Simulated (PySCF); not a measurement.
Dipole moment (D) of eight silicon and germanium compounds: PBE beside CAM-B3LYP, computed with PySCF for isolated molecules in the bases named; differences from unrounded values. The eight are the first of their class met in an unordered collection, after screening for sound electronic states; none was chosen by its value, except that the dipole had to exceed 0.05 D. Each molecule has one DFT geometry for both levels.

```csv
molecule,basis,CAM-B3LYP
"C2H7NOSi, SMILES OC/C=N/[SiH3]",def2-TZVP,0.80
"GeH₅O₃P, SMILES [OH][Ge]([OH])([OH])[PH2]",def2-TZVP,0.87
"disilanylformaldehyde (CH6OSi2), SMILES [SiH3][SiH2]C=O",def2-TZVP,2.30
"F₂GeH₄OSi, SMILES F[SiH](F)[O][GeH3]",def2-TZVP,2.13
"3-chloro-1H-silole (C4H5ClSi), SMILES C1[SiH2]C=C(C=1)Cl",def2-TZVP,1.26
"Si(H)2(Me)(NCO) (C2H5NOSi), SMILES C[SiH2]N=C=O",def2-TZVP,2.78
"C₃H₈O₂Si, SMILES O(C)C[SiH2]C=O",def2-TZVP,3.92
"CH11NOSi3, SMILES CO[SiH2][SiH2]N[SiH3]",def2-TZVP,1.40
```

Task: Estimate the PBE values and say how PBE differs from CAM-B3LYP over the set. (The exact figures need the calculation; the answer reports its results.)

Result: 
```json
[
 {"molecule": "C2H7NOSi, SMILES OC/C=N/[SiH3]", "PBE": "0.75", "difference": "-0.05"},
 {"molecule": "GeH₅O₃P, SMILES [OH][Ge]([OH])([OH])[PH2]", "PBE": "0.86", "difference": "-0.01"},
 {"molecule": "disilanylformaldehyde (CH6OSi2), SMILES [SiH3][SiH2]C=O", "PBE": "1.96", "difference": "-0.34"},
 {"molecule": "F₂GeH₄OSi, SMILES F[SiH](F)[O][GeH3]", "PBE": "2.02", "difference": "-0.11"},
 {"molecule": "3-chloro-1H-silole (C4H5ClSi), SMILES C1[SiH2]C=C(C=1)Cl", "PBE": "1.12", "difference": "-0.13"},
 {"molecule": "Si(H)2(Me)(NCO) (C2H5NOSi), SMILES C[SiH2]N=C=O", "PBE": "2.65", "difference": "-0.13"},
 {"molecule": "C₃H₈O₂Si, SMILES O(C)C[SiH2]C=O", "PBE": "3.52", "difference": "-0.40"},
 {"molecule": "CH11NOSi3, SMILES CO[SiH2][SiH2]N[SiH3]", "PBE": "1.31", "difference": "-0.09"}
]
```
PBE lies below CAM-B3LYP in 8 and above it in 0 of the eight; the mean signed difference is -0.16 and the largest -0.40 D.
